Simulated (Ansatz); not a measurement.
Consider the ligand exchange at a Mo–F bond: `[OH][Mo]([F])(=[S])=[S]` + NH₃ → `[NH2][Mo]([OH])(=[S])=[S]` + H–F.

Gas-phase electronic energies from Ansatz, PBE0-D4/def2-TZVP geometries. CCSD(T)/CBS is the MP2 limit (def2-TZVPP, def2-QZVPP) plus CCSD(T) − MP2 in def2-TZVPP, frozen cores. This one scheme is used for every species. Functionals use def2-TZVPP. def2 core potentials past Kr. For Mo outer-core shells are correlated without core-valence functions, which leaves a few kJ/mol of doubt a bond. One conformer a species, not always the lowest.

`[OH][Mo]([F])(=[S])=[S]`:

Z-matrix (Å, degrees):
```
Mo
F 1 1.837
S 1 2.093 2 109.7
O 1 1.851 2 111.4 3 119.7
S 1 2.093 2 109.4 3 -119.0
H 4 0.963 1 121.4 2 101.3
```

NH₃:

Z-matrix (Å, degrees):
```
N
H 1 1.013
H 1 1.013 2 107.1
H 1 1.013 2 107.1 3 -114.5
```

`[NH2][Mo]([OH])(=[S])=[S]`:

Z-matrix (Å, degrees):
```
Mo
O 1 1.870
S 1 2.102 2 110.4
N 1 1.907 2 110.4 3 118.9
S 1 2.102 2 108.9 3 -123.0
H 2 0.961 1 120.5 3 -22.2
H 4 1.009 1 123.4 2 94.0
H 4 1.009 1 123.7 2 -95.8
```

H–F:

Cartesian coordinates in Å:
```
F 0.280 0.364 0.014
H -0.280 -0.364 -0.014
```

```json
{"level": "r2SCAN-D4", "ΔE (eV)": "0.54"}
{"level": "r2SCANh-D4", "ΔE (eV)": "0.50"}
{"level": "r2SCAN0-D4", "ΔE (eV)": "0.45"}
{"level": "BHLYP-D4", "ΔE (eV)": "0.43"}
{"level": "BHLYP", "ΔE (eV)": "0.50"}
{"level": "LC-ωPBE", "ΔE (eV)": "0.53"}
{"level": "CCSD/def2-SVP", "ΔE (eV)": "0.39"}
{"level": "CCSD/def2-TZVPP", "ΔE (eV)": "0.37"}
```

What does CCSD(T)/CBS give? (An estimate is asked.)

The calculation gave: +0.35 eV. The listed levels differ from it by 0.19, 0.15, 0.10, 0.08, 0.15, 0.18, 0.04, 0.02 eV.

Largest T1 diagnostic among the species: 0.025, so the coupled-cluster value is less sure than usual.

At CCSD(T), def2-SVP lies +0.05 eV from the extrapolated value and def2-TZVPP +0.01 eV. Leaving LDA and LC-ωPBE aside and taking each functional with its dispersion term where it has one, the values, not all of them listed here, spread over 0.24 eV, from PBE-QIDH to B97M-V. LDA lies −0.13 eV from PBE without D4.
